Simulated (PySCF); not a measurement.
# Excitation energy of Cu²⁺ by level of theory

Cu²⁺ [Ar] 3d9 (2D) → Cu²⁺ [Ar] 3d8 4p1 (high-spin determinant), as a difference of total energies. Calculation: PySCF 2.14, in aug-cc-pwCVDZ-PP with ECP10MDF (6s6p5d3f, 70 functions); a scalar-relativistic core potential. Correlated levels: valence: 3s2 3p6 frozen. The calculations carry no spin-orbit coupling.

```json
{"method": "UHF", "excitation energy (cm⁻¹)": "104380"}
{"method": "MP2 (valence)", "excitation energy (cm⁻¹)": "122060"}
{"method": "SCS-MP2 (valence)", "excitation energy (cm⁻¹)": "121290"}
{"method": "CCSD (valence)", "excitation energy (cm⁻¹)": "117990"}
{"method": "CCSD(T) (valence)", "excitation energy (cm⁻¹)": "118570"}
```

The determinant of the upper state mixes LS terms, which raises its energy above the lowest term, most at the Hartree-Fock and MP2 levels.
